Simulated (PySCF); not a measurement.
SMILES [SiH3][AlH][CH3] at its PBE0/def2-SVP optimised geometry (Å):

```
10

Al     0.5030    -0.3016     0.0000
H      1.2952    -1.0975    -1.1347
C      1.4685     0.6658     1.4043
H      1.2312     0.2462     2.3980
H      1.1601     1.7251     1.4412
H      2.5619     0.6339     1.2788
Si    -1.9618    -0.3016     0.0000
H     -2.5077     1.0975     0.0000
H     -2.4977    -0.9634     1.2375
H     -2.5619    -1.0123    -1.1752
```

Computed with PySCF 2.14.0 with PBE0/def2-TZVP. Cells within 0.4 Å of a nucleus heavier than hydrogen are left out (blank, or x).

Map of the deformation density (molecule minus spherical neutral atoms) (e/bohr³) on the plane z = 0.0 Å:

```
|11111111111111111111111111111|
|11111111111111111111111111111|
|11111111111111111111111111111|
|11111111111111111111111111111|
|11111111111111111111111111111|
|11111111111111111111111111111|
|11111111111111111111111111111|
|11111111111111111111111111111|
|11111111111111111111111111111|
|11111111111111111111111111111|
|11111111211111111111111111111|
|11111139521111001111111111111|
|11111137631111000111111111111|
|11111124421222000111111111111|
|11111001xx24431xx111111111111|
|11111000xx24431xx111111111111|
|11111000001332111111111111111|
|11111111000221000111111111111|
|11111111000111000111111111111|
|11111111101111101111111111111|
|11111111111111111111111111111|
|11111111111111111111111111111|
|11111111111111111111111111111|
|11111111111111111111111111111|
|11111111111111111111111111111|
|11111111111111111111111111111|
|11111111111111111111111111111|
|11111111111111111111111111111|
|11111111111111111111111111111|
```
Scale: ten equal steps from -0.015 (start of '0') to 0.083 (end of '9'), in the order '0123456789'; x runs from -5.00 to 5.00, y from -5.00 (bottom) to 5.00 (top).
